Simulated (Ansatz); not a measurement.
The same ligand exchange along the group B, Al, Ga, In.

Computed with Ansatz on PBE0-D4/def2-TZVP structures; ΔE is electronic, products minus reactants. CBS: MP2 limit from def2 TZ/QZ plus the TZ coupled-cluster correction, frozen cores. This one scheme is used for every species. Functionals use def2-TZVPP. Elements past krypton have def2 core potentials. For Ga, In outer-core shells are correlated without core-valence functions, which leaves a few kJ/mol of doubt a bond. Scalar relativity is left out up to krypton. Each species was taken in one conformer, which may not be the lowest.

```tsv
reaction	ωB97X-V (eV)
`CBCl` + H₂S → `CBS` + HCl	0.07
`[CH3][AlH][Cl]` + H₂S → `[CH3][AlH][SH]` + HCl	0.53
`[CH3][GaH][Cl]` + H₂S → `[CH3][GaH][SH]` + HCl	0.35
`[CH3][InH][Cl]` + H₂S → `[CH3][InH][SH]` + HCl	0.39
```

**Question.** Give the CCSD(T)/CBS values in the same order. (Estimate.)

**Answer.** The calculation gave: 0.05, 0.51, 0.30, 0.34 eV.

Largest T1 diagnostic: 0.013, for `[CH3][InH][SH]`.
